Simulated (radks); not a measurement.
Dynamic dipole polarisability and lines of the iodine ion I24+, [Ar] 3d10 4s1. Calculated with a radial shooting solver on a logarithmic mesh with Libxc functionals: non-relativistic Kohn-Sham, LDA (Slater exchange, VWN5 correlation), spin-polarised, spherical densities, point nucleus; open shells are filled with parallel spins first (spin-orbit coupling, left out, can overturn this in heavy ions). Time-dependent linear response with the Hartree and adiabatic LDA kernel, continuum included through the Sternheimer equations. Lines are the poles of the dipole polarisability below minus the highest occupied eigenvalue, found on a grid refined at the orbital gaps; the lowest seven at most are given, and weak or close lines can be missed. The first line takes the name of the lowest orbital gap if no other gap lies below it; otherwise a line is named after a gap within 0.6 % of it, if that gap stands alone.

photon energy (eV),alpha (bohr^3)
0,0.1562
12.567,0.1658
87.966,-0.05025
163.36,0.001934
238.76,0.01148
314.16,0.02104
389.56,0.01006
464.96,0.01841
540.36,0.02144
615.76,-0.02269
691.16,0.03460

Lines (eV, oscillator strength): 49.610 (24.99 nm, 4s-4p), f = 0.468; 345.16 (3.592 nm, 4s-5p), f = 0.238; 490.30 (2.529 nm, 4s-6p), f = 0.0740; 570.82 (2.172 nm, 4s-7p), f = 0.0334; 604.41 (2.051 nm, 3d-4p), f = 0.0506; 611.43 (2.028 nm, unassigned), f = 0.332; 653.14 (1.898 nm, 4s-9p), f = 0.0134. Higher lines, where found, are left out when the end of the mesh affects them. Those listed give 92 % of the static polarisability (sum of f/w^2). Orbital energy gaps for comparison: 4s-4p 46.568 eV; 4s-5p 346.51 eV; 4s-6p 490.89 eV; 4s-7p 571.14 eV; 3d-4p 604.36 eV.
